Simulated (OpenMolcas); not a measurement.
## OpenMolcas run: Dy²⁺

Input:

```
&GATEWAY
Coord
1

Dy 0.0 0.0 0.0
Basis=ANO-RCC-VQZP
Group=XYZ
NoMove
AngMom=0.0 0.0 0.0
AMFI
&SEWARD
* reference wave functions (RASSCF and RASSI steps not shown): 10 electrons in 7 orbitals (4f)
>>> COPY JOB001 $Project.JobIph
&CASPT2
Multistate=35 1 2 3 4 5 6 7 8 9 10 11 12 13 14 15 16 17 18 19 20 21 22
23 24 25 26 27 28 29 30 31 32 33 34 35
Frozen=14 9
IPEA=0.25
Imaginary=0.1
MaxIter=60
WThr=0.0 0.3 0.05
PrWF=0.5
NoMix
>>> COPY JOB002 $Project.JobIph
&CASPT2
Multistate=159 1 2 3 4 5 6 7 8 9 10 11 12 13 14 15 16 17 18 19 20 21 22
23 24 25 26 27 28 29 30 31 32 33 34 35 36 37 38 39 40 41 42 43 44 45 46
47 48 49 50 51 52 53 54 55 56 57 58 59 60 61 62 63 64 65 66 67 68 69 70
71 72 73 74 75 76 77 78 79 80 81 82 83 84 85 86 87 88 89 90 91 92 93 94
95 96 97 98 99 100 101 102 103 104 105 106 107 108 109 110 111 112 113
114 115 116 117 118 119 120 121 122 123 124 125 126 127 128 129 130 131
132 133 134 135 136 137 138 139 140 141 142 143 144 145 146 147 148 149
150 151 152 153 154 155 156 157 158 159
NoMult
Frozen=14 9
IPEA=0.25
Imaginary=0.1
MaxIter=60
WThr=0.0 0.3 0.05
PrWF=0.5
NoMix
>>> COPY JOB003 $Project.JobIph
&CASPT2
Multistate=105 1 2 3 4 5 6 7 8 9 10 11 12 13 14 15 16 17 18 19 20 21 22
23 24 25 26 27 28 29 30 31 32 33 34 35 36 37 38 39 40 41 42 43 44 45 46
47 48 49 50 51 52 53 54 55 56 57 58 59 60 61 62 63 64 65 66 67 68 69 70
71 72 73 74 75 76 77 78 79 80 81 82 83 84 85 86 87 88 89 90 91 92 93 94
95 96 97 98 99 100 101 102 103 104 105
NoMult
Frozen=14 9
IPEA=0.25
Imaginary=0.1
MaxIter=60
WThr=0.0 0.3 0.05
PrWF=0.5
NoMix
```

Launched by
```bash
OMP_NUM_THREADS=1 MOLCAS_MEM=2252 MOLCAS_PROJECT=a pymolcas a.inp > a.log  # once for each step of the input, in one work folder
```

Output, cut to the results:

```
--- CASPT2 ---
Orbital specifications:
      -----------------------

      Symmetry species                           1   2
                                                ag  au
      Frozen orbitals                           14   9
      Inactive orbitals                          1   3
      Active orbitals                            0   7
      Secondary orbitals                        51  55
      Deleted orbitals                           0   0
      Number of basis functions                 66  74
Type of calculation                        MS-CASPT2
      Fock operator                              state-specific
      IPEA shift                                 0.25
      Real shift                                 0.00
      Imaginary shift                            0.10
      The input orbitals will be transformed to quasi-canonical
Reference energy:      -12145.7738454132
      E2 (Non-variational):      -0.9409653474
      Shift correction:          -0.0004921742
      E2 (Variational):          -0.9414575217
      Total energy:          -12146.7153029349
      Residual norm:              0.0000009544
      Reference weight:           0.85980
      Contributions to the CASPT2 correlation energy
      Active & Virtual Only:         -0.4154189802
      One Inactive Excited:          -0.3452398664
      Two Inactive Excited:          -0.1803065008
Reference energy:      -12145.7738454132
      E2 (Non-variational):      -0.9396153104
      Shift correction:          -0.0004869540
      E2 (Variational):          -0.9401022644
      Total energy:          -12146.7139476776
      Residual norm:              0.0000009342
      Reference weight:           0.86042
      Contributions to the CASPT2 correlation energy
      Active & Virtual Only:         -0.4144603825
      One Inactive Excited:          -0.3448537457
      Two Inactive Excited:          -0.1803011822
::    CASPT2 Root  1     Total energy: -12146.71530293
::    CASPT2 Root  2     Total energy: -12146.71394768
::    CASPT2 Root  3     Total energy: -12146.71535164
::    CASPT2 Root  4     Total energy: -12146.71511474
::    CASPT2 Root  5     Total energy: -12146.71421722
::    CASPT2 Root  6     Total energy: -12146.71353196
::    CASPT2 Root  7     Total energy: -12146.71175375
::    CASPT2 Root  8     Total energy: -12146.71440725
::    CASPT2 Root  9     Total energy: -12146.71430647
::    CASPT2 Root 10     Total energy: -12146.71379378
::    CASPT2 Root 11     Total energy: -12146.71296642
::    CASPT2 Root 12     Total energy: -12146.71621764
::    CASPT2 Root 13     Total energy: -12146.71641933
::    CASPT2 Root 14     Total energy: -12146.65659082
::    CASPT2 Root 15     Total energy: -12146.65656926
::    CASPT2 Root 16     Total energy: -12146.65829218
::    CASPT2 Root 17     Total energy: -12146.65705711
::    CASPT2 Root 18     Total energy: -12146.65711506
::    CASPT2 Root 19     Total energy: -12146.65696571
::    CASPT2 Root 20     Total energy: -12146.65729107
::    CASPT2 Root 21     Total energy: -12146.65720690
::    CASPT2 Root 22     Total energy: -12146.62115647
::    CASPT2 Root 23     Total energy: -12146.62060111
::    CASPT2 Root 24     Total energy: -12146.62065434
::    CASPT2 Root 25     Total energy: -12146.62025504
::    CASPT2 Root 26     Total energy: -12146.61984126
::    CASPT2 Root 27     Total energy: -12146.62131723
::    CASPT2 Root 28     Total energy: -12146.62145321
::    CASPT2 Root 29     Total energy: -12146.62158896
::    CASPT2 Root 30     Total energy: -12146.62061284
--- CASPT2 ---
Orbital specifications:
      -----------------------

      Symmetry species                           1   2
                                                ag  au
      Frozen orbitals                           14   9
      Inactive orbitals                          1   3
      Active orbitals                            0   7
      Secondary orbitals                        51  55
      Deleted orbitals                           0   0
      Number of basis functions                 66  74
Type of calculation                        SS-CASPT2
      Fock operator                              state-specific
      IPEA shift                                 0.25
      Real shift                                 0.00
      Imaginary shift                            0.10
      The input orbitals will be transformed to quasi-canonical
Reference energy:      -12145.6853237116
      E2 (Non-variational):      -0.9509038108
      Shift correction:          -0.0004908508
      E2 (Variational):          -0.9513946615
      Total energy:          -12146.6367183731
      Residual norm:              0.0000002219
      Reference weight:           0.85845
      Contributions to the CASPT2 correlation energy
      Active & Virtual Only:         -0.4234863598
      One Inactive Excited:          -0.3470547909
      Two Inactive Excited:          -0.1803626601
Reference energy:      -12145.6853237116
      E2 (Non-variational):      -0.9507860720
      Shift correction:          -0.0004898052
      E2 (Variational):          -0.9512758772
      Total energy:          -12146.6365995888
      Residual norm:              0.0000002166
      Reference weight:           0.85854
      Contributions to the CASPT2 correlation energy
      Active & Virtual Only:         -0.4233829868
      One Inactive Excited:          -0.3470457417
      Two Inactive Excited:          -0.1803573435
::    CASPT2 Root  1     Total energy: -12146.63671837
::    CASPT2 Root  2     Total energy: -12146.63659959
::    CASPT2 Root  3     Total energy: -12146.63663043
::    CASPT2 Root  4     Total energy: -12146.63655271
::    CASPT2 Root  5     Total energy: -12146.63659713
::    CASPT2 Root  6     Total energy: -12146.63695704
::    CASPT2 Root  7     Total energy: -12146.63649394
::    CASPT2 Root  8     Total energy: -12146.63658253
::    CASPT2 Root  9     Total energy: -12146.63677804
...
```

Levels above the lowest, from the spin-orbit matrix with the multistate effective Hamiltonian, averaged by term, added to it:

```tsv
Configuration	Term	J	E (cm⁻¹)	g	Term weight %	Second
4f¹⁰	⁵I	8	0.0	1.243	94	6 ³K(1)
4f¹⁰	⁵I	7	4320	1.175	97	2 ³K(1)
4f¹⁰	⁵I	6	7380	1.073	96	3 ³H(1)
4f¹⁰	⁵I	5	9630	0.911	92	6 ³H(1)
4f¹⁰	⁵I	4	11410	0.619	91	8 ³H(1)
4f¹⁰	⁵F	5	14780	1.359	81	15 ³G(1)
4f¹⁰	⁵S	2	16950	1.818	74	15 ³P
4f¹⁰	⁵F	4	17520	1.338	93	3 ³F(2)
4f¹⁰	⁵F	3	19220	1.247	91	5 ³D
4f¹⁰	³K(1)	8	19370	1.111	78	8 ³L
4f¹⁰	⁵F	2	19580	1.142	65	16 ³D
4f¹⁰	⁵F	1	20620	0.117	79	19 ³D
4f¹⁰	⁵G	6	21720	1.270	63	33 ³H(1)
4f¹⁰	³G(1)	5	22550	1.211	44	21 ⁵G
4f¹⁰	³K(1)	7	23480	1.014	88	8 ³L
4f¹⁰	⁵G	4	24870	1.095	44	42 ³G(1)
4f¹⁰	³H(1)	6	25310	1.218	61	35 ⁵G
4f¹⁰	⁵F	2	26110	1.110	25	21 ³D
4f¹⁰	⁵G	5	26150	1.188	65	27 ³H(1)
4f¹⁰	³K(1)	6	26740	0.871	93	3 ¹I
4f¹⁰	³L	9	27620	1.103	92	8 ³M
4f¹⁰	⁵G	3	27860	0.957	68	10 ³G(1)
4f¹⁰	³H(1)	4	28160	1.015	31	20 ⁵G
4f¹⁰	⁵G	2	29400	0.554	63	15 ³F(1)
```

CASPT2 breaks the degeneracy within a term, and the mean is taken; among the terms shown or strongly mixed into the levels shown the widest spread is 1000 cm-1 (4f¹⁰ ⁵I). Blocks of more than 70 roots (2S+1 = 3 even, 1 even) ran without multistate coupling. High states are left out of the spin-orbit mixing, which shifts the levels that they would mix with. The CASPT2 spread within a term exceeds the gap to the next term for 4f¹⁰ ⁵G and 4f¹⁰ ³H(1), 4f¹⁰ ³F(1) and 4f¹⁰ ¹D(1), so the order of their levels is uncertain, and so are names and mixing where such terms share a J. Only configurations of the active space appear. The first state left out of the spin-orbit step lies near 62000 cm-1 above the lowest spin-free state of the reference (among the parities and spins computed), and the list stops at four fifths of that energy or lower. The table shows the lowest 24 of 59 levels.

The term weight is that of the spin-free term in the level, not the purity of its configuration. A number in round brackets counts repeated terms of one configuration in the order of the reference energies.
